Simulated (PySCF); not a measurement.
Vertical excitations of a molecule C₃H₇AlO₂ from TDDFT-PBE/def2-SVPD (PySCF 2.14.0), as energy in eV (oscillator strength): 4.59 (0.000), 5.37 (0.007), 5.49 (0.011), 5.79 (0.022), 6.00 (0.002), 6.15 (0.000), 6.18 (0.030), 6.57 (0.011), 6.60 (0.031), 6.62 (0.044). Lowest triplet (TDA): 4.49 eV. Geometry: PBE0-D3(BJ)/def2-SVP. A frequency run showed that this geometry is not a minimum. Other conformers were not sampled.

**Question.** Which molecule gave these data?
A. [CH3][AlH][O]C(C)=O
B. [CH3][Al]1[O]CC[O]1
C. C=[CH][Al]([OH])[O]C
D. C=C[CH2][Al]([OH])[OH]

**Answer.** B, [CH3][Al]1[O]CC[O]1
